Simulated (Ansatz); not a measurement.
Calculated with Ansatz (gas phase, PBE0-D4/def2-TZVP geometries, no zero-point term in ΔE). CCSD(T)/CBS is the MP2 limit (def2-TZVPP, def2-QZVPP) plus CCSD(T) − MP2 in def2-TZVPP, frozen cores. This one scheme is used for every species. Functionals use def2-TZVPP. B3LYP here is the variant with VWN-RPA as its local correlation; programs differ in this. HSE06 is defined as in plane-wave codes. For Br outer-core shells are correlated without core-valence functions, which leaves a few kJ/mol of doubt a bond. Scalar relativity is left out up to krypton.

`CC(Cl)Cl` + HBr → `ClC(Cl)Br` + CH₄  (substitution at a C–C bond)

`CC(Cl)Cl`:

Z-matrix (Å, degrees):
```
C
C 1 1.504
H 1 1.090 2 110.4
H 1 1.091 2 109.6 3 120.1
H 1 1.091 2 109.6 3 -120.1
Cl 2 1.777 1 110.8 3 61.5
Cl 2 1.777 1 110.8 3 -61.5
H 2 1.087 1 112.5 3 180.0
```

HBr:

Z-matrix (Å, degrees):
```
Br
H 1 1.420
```

`ClC(Cl)Br`:

```xyz
5

Cl    0.802    0.619   -1.419
C     0.084    0.039    0.073
Cl   -1.192    1.106    0.629
Br   -0.552   -1.777   -0.116
H     0.858    0.014    0.832
```

CH₄:

Z-matrix (Å, degrees):
```
C
H 1 1.090
H 1 1.090 2 109.5
H 1 1.090 2 109.5 3 -120.0
H 1 1.090 2 109.5 3 120.0
```

```csv
level,ΔE (kcal/mol),difference from CCSD(T)/CBS
LDA (SPW92),11.0,0.0
PBE-D4,8.8,-2.2
revPBE-D4,8.6,-2.4
BLYP-D4,8.0,-3.0
r2SCAN-D4,10.3,-0.7
B97M-V,10.8,-0.2
r2SCANh-D4,10.9,-0.1
r2SCAN0-D4,11.7,0.7
HSE06-D4,10.7,-0.3
BHLYP-D4,11.7,0.7
CAM-B3LYP-D4,11.6,0.6
ωB97X-V,11.4,0.4
ωB97M-V,11.1,0.1
B2PLYP,10.4,-0.6
PBE-QIDH,11.7,0.7
PBE,8.9,-2.1
revPBE,8.3,-2.7
BLYP,8.3,-2.7
r2SCAN,10.3,-0.7
PBE0,10.9,-0.1
B3LYP,10.1,-0.9
r2SCANh,10.8,-0.2
r2SCAN0,11.7,0.7
HSE06,10.8,-0.2
BHLYP,12.3,1.3
CAM-B3LYP,11.7,0.7
RPA@PBE/def2-TZVPP,11.2,0.2
HF/def2-SVP,17.7,6.7
MP2/def2-SVP,14.5,3.5
CCSD/def2-SVP,16.1,5.1
CCSD(T)/def2-SVP,15.5,4.5
HF/def2-TZVPP,14.5,3.5
SCS-MP2/def2-TZVPP,10.6,-0.4
CCSD/def2-TZVPP,12.3,1.3
HF/def2-QZVPP,14.5,3.5
MP2/def2-QZVPP,10.1,-0.9
SCS-MP2/def2-QZVPP,10.4,-0.6
HF/CBS(def2),14.5,3.5
MP2/CBS(def2),9.8,-1.2
CCSD/CBS(def2),11.7,0.7
CCSD(T)/CBS,11.0,0
```

Largest T1 diagnostic among the species: 0.009.

At CCSD(T), def2-SVP lies +4.5 kcal/mol from the extrapolated value and def2-TZVPP +0.6 kcal/mol. In def2-TZVPP, CCSD(T) changes the Hartree–Fock value by −2.9 kcal/mol (the triples alone add −0.8 kcal/mol) and MP2 by −4.1 kcal/mol.
